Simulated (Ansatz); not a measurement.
One change: `[OH][Zr]([OH])([OH])[SH]` becomes `[OH][Hf]([OH])([OH])[SH]`.

Ansatz, PBE0-D4/def2-TZVP geometries, multiplicity 1. Each molecule was computed in one conformer, which needn't be the lowest.

Elements past krypton have def2 core potentials.

```csv
property,`[OH][Zr]([OH])([OH])[SH]`
LUMO energy (PBE0/def2-TZVPP) / eV,-0.41
HOMO–LUMO gap (PBE/def2-TZVPP) / eV,4.43
LUMO energy (B3LYP/def2-TZVPP) / eV,-0.65
LUMO energy (PBE/def2-TZVPP) / eV,-1.30
HOMO energy (PBE0/def2-TZVPP) / eV,-6.95
HOMO–LUMO gap (ωB97M-V/def2-TZVPP) / eV,9.72
```

(1) What does the change do to each property? (An estimate is asked.)

Answers

(1) Ansatz gave: 
```json
{"property": "LUMO energy (PBE0/def2-TZVPP) / eV", "`[OH][Hf]([OH])([OH])[SH]`": "-0.15", "shift": "0.26"}
{"property": "HOMO–LUMO gap (PBE/def2-TZVPP) / eV", "`[OH][Hf]([OH])([OH])[SH]`": "4.85", "shift": "0.42"}
{"property": "LUMO energy (B3LYP/def2-TZVPP) / eV", "`[OH][Hf]([OH])([OH])[SH]`": "-0.47", "shift": "0.18"}
{"property": "LUMO energy (PBE/def2-TZVPP) / eV", "`[OH][Hf]([OH])([OH])[SH]`": "-0.90", "shift": "0.40"}
{"property": "HOMO energy (PBE0/def2-TZVPP) / eV", "`[OH][Hf]([OH])([OH])[SH]`": "-6.98", "shift": "-0.03"}
{"property": "HOMO–LUMO gap (ωB97M-V/def2-TZVPP) / eV", "`[OH][Hf]([OH])([OH])[SH]`": "10.16", "shift": "0.44"}
```

B3LYP here is the variant with VWN-RPA as its local correlation; programs differ in this.
